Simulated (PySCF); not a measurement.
germanium monoxide (GeO), singlet, at a GFN2-xTB geometry. Base run: M062X/def2-SVP, TDA (PySCF).

Input for PySCF:
```python
from pyscf import gto, scf, dft, tdscf

mol = gto.Mole()
mol.atom = '''
    Ge   -0.000000   -0.000000   -0.315157
    O     0.000000    0.000000    1.260628
'''
mol.basis = 'def2-svp'
mol.charge = 0
mol.spin = 0
mol.verbose = 3
mol.build()

mf = dft.RKS(mol)
mf.xc = 'm062x'
mf.kernel()
td = mf.TDA()
td.nstates = 5
td.kernel()
td.analyze()
```

The base run was repeated with changes; each row names its change, and settings that it needs were set with it.

```json
[
 {"change": "base", "first excitation (eV)": "5.11", "oscillator strength of the first": "0.000", "second (eV)": "5.25", "core-seconds (rough)": "20"},
 {"change": "response = full linear response", "first excitation (eV)": "(withheld)", "oscillator strength of the first": "0.000", "second (eV)": "(withheld)", "core-seconds (rough)": "70"},
 {"change": "conv_tol = 1e-3", "first excitation (eV)": "5.11", "oscillator strength of the first": "0.000", "second (eV)": "5.25", "core-seconds (rough)": "10"},
 {"change": "functional = camb3lyp", "first excitation (eV)": "5.19", "oscillator strength of the first": "0.000", "second (eV)": "5.36", "core-seconds (rough)": "10"},
 {"change": "basis = 6-31G*", "first excitation (eV)": "5.10", "oscillator strength of the first": "0.000", "second (eV)": "5.26", "core-seconds (rough)": "20"},
 {"change": "basis = aug-cc-pVDZ", "first excitation (eV)": "5.16", "oscillator strength of the first": "0.000", "second (eV)": "5.22", "core-seconds (rough)": "30"},
 {"change": "nstates = 15", "first excitation (eV)": "5.11", "oscillator strength of the first": "0.000", "second (eV)": "5.25", "core-seconds (rough)": "30"},
 {"change": "functional = lc_wpbe", "first excitation (eV)": "(withheld)", "oscillator strength of the first": "0.000", "second (eV)": "(withheld)", "core-seconds (rough)": "10"},
 {"change": "functional = b3lyp", "first excitation (eV)": "5.11", "oscillator strength of the first": "0.000", "second (eV)": "5.25", "core-seconds (rough)": "9"},
 {"change": "functional = wb97x", "first excitation (eV)": "(withheld)", "oscillator strength of the first": "0.000", "second (eV)": "(withheld)", "core-seconds (rough)": "10"},
 {"change": "functional = pbe", "first excitation (eV)": "5.17", "oscillator strength of the first": "0.053", "second (eV)": "5.17", "core-seconds (rough)": "7"}
]
```

Q: Some entries are withheld; supply them.

A: 
- response = full linear response, first excitation (eV): 4.99
- response = full linear response, second (eV): 5.12
- functional = lc_wpbe, first excitation (eV): 5.43
- functional = lc_wpbe, second (eV): 5.46
- functional = wb97x, first excitation (eV): 5.28
- functional = wb97x, second (eV): 5.41

An iterative solver can miss low states, so a row lists the states that it found.
